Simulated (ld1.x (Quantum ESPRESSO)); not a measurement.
# What one change does to a pseudopotential (F (Z = 9), TM)

```
Element                 : F
Generator               : ld1.x (Quantum ESPRESSO) 7.5
Type                    : norm-conserving Troullier–Martins (Kleinman–Bylander form)
Functional              : PBE
Relativity              : scalar-relativistic
Frozen core             : [He]
Valence charge          : 7
Reference configuration : 2s2 2p5
Partial waves           : 2p (bound): rc 1.05 bohr; 2s (bound): rc 0.70 bohr
Local potential         : the s channel
Core correction         : Bessel-smoothed model core inside 0.50 bohr
```

Change: wave 2p (bound): rc 1.05 bohr becomes 2p (bound): rc 0.72 bohr.

Cutoffs: the cutoffs (Ry, on a coarse ladder) from which the occupation-weighted sum of valence levels, in a spherical-Bessel basis at the reference potential, stays within 10 and 1 mRy of its value at 400 Ry; they do not see the model core or the augmentation charge, which bear on the density cutoff. Errors are all-electron minus pseudo energies relative to the spin-unpolarised reference configuration.

Problem. How do hardness, ghosts and transferability respond?

Solution. Of the 7 tests that both files solve, the error grows in 1 and shrinks in 4 by more than 15 % and 0.3 meV (median size 5.0 → 1.9 meV); neither file shows a bound ghost.

| quantity | base | changed |
| --- | --- | --- |
| cutoff, loose | 160 Ry | 200 Ry |
| cutoff, tight | 260 Ry | over 300 Ry |
| loose cutoff by channel (10 mRy a level) | p 100 Ry, s 90 Ry | p 160 Ry, s 90 Ry |
| bound ghosts | none | none |
| error for 2s2 2p4, meV [ΔE 19.39 eV] | +1.6 | -1.9 |
| error for 2s2 2p3, meV [ΔE 57.78 eV] | +38 | -0.7 |
| error for 2s2 2p2, meV [ΔE 118.41 eV] | +207 | +27 |
| error for 2s2 2p4.5, meV [ΔE 7.54 eV] | -0.4 | -0.8 |
| error for 2s1 2p6, meV [ΔE 18.81 eV] | +14 | +6.3 |
| error for 2s2 2p5.3, meV [ΔE -2.67 eV] | +0.3 | +0.3 |
| error for 2s1 2p5, meV [ΔE 38.49 eV] | -5.0 | +4.1 |
